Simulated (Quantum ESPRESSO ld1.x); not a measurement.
Results of a calculation; reference values are marked as such.
Task: Coherent X-ray form factor from a spherical all-electron density. Code: ld1.x of Quantum ESPRESSO 7.5. Model: scalar-relativistic Kohn-Sham, revPBE, spin-unpolarised, spherical densities, point nucleus.

sin(theta)/lambda (1/angstrom),f0 (electrons)
0.05,40.917
0.1,40.669
0.15,40.263
0.2,39.705
0.25,39.009
0.3,38.187
0.4,36.232
0.5,33.983
0.6,31.586
0.8,26.856
1,22.788
1.25,18.982
1.5,16.331
2,12.601

The species is in the configuration that NIST lists as its ground one. Which atom or ion scatters so?

Result: The erbium ion Er27+, [Kr] 4d5. Extrapolating in s^2 from the first two rows gives f0(0) = 41.0, near the electron count 41; among species with that count, the fall with angle is slower the higher Z, and the table is that of Z = 68; from so few rows the species is fixed only to a neighbour or two.
